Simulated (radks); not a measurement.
Results of a calculation; reference values are marked as such.
Q: The table gives one normalised radial function P(r) = r R(r) of Er3+ in [Xe] 4f11 (r in bohr). Code: a radial shooting solver on a logarithmic mesh with Libxc functionals. Model: scalar-relativistic Kohn-Sham, Slater X-alpha with alpha = 0.836, spin-polarised, spherical densities, finite nucleus; open shells are filled with parallel spins first (spin-orbit coupling, left out, can overturn this in heavy ions); Fermi nuclear charge, rms radius 5.2516 fm.

r	P
0.001118	0.0015
0.001479	0.0024
0.001942	0.0037
0.002569	0.0060
0.003399	0.0096
0.004462	0.0151
0.005904	0.0239
0.007812	0.0373
0.01025	0.0565
0.01357	0.0845
0.01795	0.1217
0.02356	0.1645
0.03117	0.2076
0.04125	0.2321
0.05414	0.2116
0.07164	0.1174
0.09478	-0.0547
0.1244	-0.2424
0.1646	-0.3319
0.2178	-0.1891
0.2859	0.1527
0.3783	0.4628
0.5005	0.4090
0.657	-0.0460
0.8692	-0.6309
1.15	-0.9561
1.51	-0.8871
1.997	-0.5651
2.643	-0.2427
3.469	-0.0681
4.59	-0.0104

Which n and l does it have? It may be an empty orbital.

A: n = 5, l = 1: the number of nodes gives n - l - 1 = 3, the rise at small r (about r^(l+1), flatter next to the nucleus through relativity) gives l, and the extent must fit the shell. The curve is that of 5p down; the table hardly tells the two spins apart. 5p down: eigenvalue -56.833 eV, 3 radial nodes at r = 0.0876, 0.256, 0.643 bohr, <r> = 1.42 bohr, 90 % of the charge inside 2.07 bohr.
